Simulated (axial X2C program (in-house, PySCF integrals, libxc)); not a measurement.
**Ionising TiI**

Computed with an in-house all-electron X2C program for linear molecules (integrals from PySCF), spin-free (one-electron X2C) or two-component (2c: spin–orbit coupling with atomic mean-field Coulomb and Gaunt terms, which also bring small scalar terms), in Dyall basis sets with cores contracted in-house; open shells are unrestricted.

Basis sets: I dyall-cv3z, Ti dyall-cv3z. Frozen shells (counts by l): TiI I 4s3p2d, Ti 3s2p, 11 electrons correlated; TiI⁺ I 4s3p2d, Ti 3s2p, 10 electrons correlated. Coupled cluster in natural virtuals with an MP2 remainder. Where the outer core of a metal is frozen, bonds come out longer and ionisation energies lower.

| Hamiltonian | level | TiI state | Re (Å) | ωe (cm⁻¹) | De (eV) |
| --- | --- | --- | --- | --- | --- |
| spin-free | HF | M_S = 3/2, Λ = 3 | 2.762 | 233.4 | 2.68 |
| spin-free | PBE0 | M_S = 3/2, Λ = 3 | 2.618 | 256.5 | 3.48 |
| spin-free | MP2 | M_S = 3/2, Λ = 3 | 2.702 | 242.5 | 3.11 |
| spin-free | CCSD | M_S = 3/2, Λ = 3 | 2.692 | 243.9 | 2.85 |
| spin-free | CCSD(T) | M_S = 3/2, Λ = 3 | 2.687 | 244.4 | 2.90 |
| 2c | HF | Ω = 3/2 | 2.763 | 232.8 | n/a |
| 2c | PBE0 | Ω = 3/2 | 2.619 | 256.0 | n/a |
| 2c | MP2 | Ω = 3/2 | 2.703 | 242.1 | n/a |
| 2c | CCSD | Ω = 3/2 | 2.693 | 243.8 | n/a |
| 2c | CCSD(T) | Ω = 3/2 | 2.688 | 243.6 | 2.63 |

Adiabatic ionisation energy (minimum to minimum, no zero-point term) and constants of TiI⁺:

| Hamiltonian | level | TiI⁺ state | IE (eV) | Re (Å) | ωe (cm⁻¹) | De (eV) | fragments |
| --- | --- | --- | --- | --- | --- | --- | --- |
| spin-free | HF | M_S = 1, Λ = 2 | 6.62 | 2.602 | 285.9 | 1.70 | I + Ti+ |
| spin-free | PBE0 | M_S = 1, Λ = 2 | 6.74 | 2.485 | 312.4 | 3.19 | I + Ti+ |
| spin-free | MP2 | M_S = 1, Λ = 2 | 6.65 | 2.551 | 293.7 | 2.92 | I + Ti+ |
| spin-free | CCSD | M_S = 1, Λ = 2 | 6.68 | 2.542 | 296.8 | 2.88 | I + Ti+ |
| spin-free | CCSD(T) | M_S = 1, Λ = 2 | 6.63 | 2.537 | 297.3 | 3.02 | I + Ti+ |
| 2c | HF | Ω = 1 | 6.63 | 2.606 | 283.2 | n/a | I + Ti+ |
| 2c | PBE0 | Ω = 1 | 6.75 | 2.489 | 309.7 | n/a | I + Ti+ |
| 2c | MP2 | Ω = 1 | 6.66 | 2.555 | 291.6 | n/a | I + Ti+ |
| 2c | CCSD | Ω = 1 | 6.68 | 2.544 | 295.4 | n/a | I + Ti+ |
| 2c | CCSD(T) | Ω = 1 | 6.64 | 2.539 | 296.2 | n/a | I + Ti+ |

(1) Add the zero-point terms to the ionisation energy at CCSD(T), 2c, and say whether the electron removed was bonding.

Each entry is the lowest single determinant of a limited PBE0 search at one distance. De goes to single-determinant-based atoms at the same level (for ions the charge split of lowest energy) and is withheld (n/a) where an atom does not fit its ground term or J level. Main or longest-lived isotopes. One determinant is a doubtful description, or other states lie close, for TiI, TiI⁺; these need not be ground states, and all values refer to the states named. With several unpaired electrons the Ω given is that of one determinant, not necessarily of the lowest component. Some light 2c atoms are not at their ground J level, so De misses part of their lowering (0.04 eV or less). The functionals have no current term, which raises determinants with orbital currents.

Answers

(1) IE0 = IE + (ωe⁺ − ωe)/2 = 6.64 + (0.003) = 6.64 eV. Re changes by -0.149 Å, so the bond shortens, as on loss of an antibonding or a polarising non-bonding electron.
